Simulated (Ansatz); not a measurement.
Ansatz (an electronic-structure program) input:

Ansatz 0.2 input:
```yaml
crystal:
  periodic: [false, false, false]
  atoms:
    - {symbol: Si, position_ang: [-0.49622588, -0.20324596, 0.47933160]}
    - {symbol: F, position_ang: [-0.88679036, 1.35487446, 0.43823264]}
    - {symbol: F, position_ang: [-1.25810686, -0.71604523, -0.83930315]}
    - {symbol: O, position_ang: [1.08310317, -0.39784614, 0.33667393]}
    - {symbol: H, position_ang: [1.58479056, -0.03511704, -0.40080298]}
basis:
  gaussian:
    orbitals: def2-TZVP
hamiltonian:
  xc: b3lyp
  dispersion: d3bj
magnetization: {spin_polarized: true, initial_magnetization: 1}
relax: {f_tol: 0.002, max_steps: 150}
```

### Question
What final total energy does it print?

### Answer
-565.29602 Eh (B3LYP-D3(BJ)/def2-TZVP). The basis has 136 functions.

It need not be the lowest isomer of its formula.
